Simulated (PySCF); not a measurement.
Mapped SMILES: `[Cl:1][CH2:2][SiH2:3][c:4]1[n:5][cH:6][cH:7][cH:8][c:9]1[Cl:10]`. Each H is labelled by its parent atom.

Calculated, not measured (PySCF 2.14): coordinates at the GFN2-xTB level, NMR shieldings at PBE0/pcSseg-1/GIAO. Relativity neglected, rapidly exchanging positions averaged, gas phase, single conformer.

δ = σ(ref) − σ, references computed at the same level: ¹³C, ¹H, ²⁹Si vs TMS; ³⁵Cl against HCl; ¹⁵N vs NH3.

```
 atoms  nucleus  count  Hirshfeld charge  δ (ppm)
 H(C7)       ¹H      1              0.06        ?
  Cl10     ³⁵Cl      1              0.01      228
 H(C2)       ¹H      2              0.05     3.54
    C9      ¹³C      1              0.01    151.0
    N5      ¹⁵N      1             -0.14        ?
H(Si3)       ¹H      2             -0.08     4.88
   Cl1     ³⁵Cl      1             -0.08      -10
    C6      ¹³C      1              0.02    153.0
 H(C6)       ¹H      1              0.06     8.81
 H(C8)       ¹H      1              0.06        ?
    C4      ¹³C      1             -0.04    167.4
   Si3     ²⁹Si      1              0.30        ?
    C7      ¹³C      1             -0.04    129.8
    C8      ¹³C      1             -0.04    140.1
    C2      ¹³C      1             -0.13        ?
```

Problem. Fill in the missing shifts.

Solution. 
- C2: 29.5 ppm, sp3 CH2 bonded to Cl and Si; the inductive effect lowers its shielding
- H(C8): 7.82 ppm, hydrogen on an aromatic CH; ring-current deshielding
- H(C7): 7.39 ppm, hydrogen on an aromatic CH; it sits in the deshielding region of the aromatic ring current
- Si3: -49.8 ppm, silicon bonded to 2 C, 2 H
- N5: 380.8 ppm, pyridine-type ring nitrogen

Carbons that carry Cl, above all several Cl atoms, come out too deshielded, partly because spin–orbit coupling is missing. Shifts are as computed. Against solution values, carbons near 30 ppm lie about +3 ppm off and those near 130 ppm about +5 ppm; carbons on Cl a further +6 ppm. Of 1309 compounds with measured shifts, 239 miss one by over three times the rms of a fit or turn the order of signals round; such compounds aren't used in these exercises. Experimental scales use liquid or dissolved standards, which lie at an offset from isolated NH3 (liquid NH3: subtract about 20 ppm). Unscaled 15N shifts of sp2 nitrogen come out 20 to 40 ppm too high even then.
